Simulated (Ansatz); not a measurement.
ClHMg (SMILES [MgH][Cl]) moved off its minimum; all values from Ansatz (a program for electronic structure), cores frozen in correlated methods.
(charge 0, multiplicity 1)
```xyz
3

Mg     0.08076     0.03804    -1.23353
H      0.03712    -0.09153    -2.96614
Cl     0.00274     0.10114     1.01708
```

Question: Give the forces (eV/Å), the total energy and the dipole at CCSD(T)/def2-TZVPPD.

Answer: 
```json
[
 {"atom": "Mg1", "Fx": "-0.085", "Fy": "-0.060", "Fz": "0.121"},
 {"atom": "H2", "Fx": "0.042", "Fy": "0.057", "Fz": "0.438"},
 {"atom": "Cl3", "Fx": "0.043", "Fy": "0.003", "Fz": "-0.558"}
]
```
Energy -660.0340 hartree, dipole 1.78 D.
